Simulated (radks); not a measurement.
Task: Species: K V. Configuration: [He] 2s2 2p5.75 3s2 3p3 3d0.25 (fractional occupations, a model configuration). All-electron calculation, scalar-relativistic Kohn-Sham, PBE, spin-polarised, spherical densities, point nucleus; open shells are filled with parallel spins first. Program: a radial shooting solver on a logarithmic mesh with Libxc functionals. Some entries of the table are withheld. Estimate them.

orbital,occ.,eigenvalue (eV),<r> (bohr)
1s up,1,-3601.280,0.08104
1s down,1,-3599.735,0.08101
2s up,1,-424.7296,0.3849
2s down,1,-422.7359,0.3848
2p up,3,-352.7600,0.3467
2p down,2.75,-350.2653,0.3469
3s up,1,-93.1555,1.153
3s down,1,-87.3698,1.163
3p up,3,-74.8934,1.217
3p down,0,-69.3174,1.236
3d up,0.25,-47.9062,1.341
3d down,0,-43.0873,1.387
4s up,0,(1),2.647
4p up,0,-28.4130,2.884

Result: 
(1) 4s up eigenvalue (eV): -33.7484
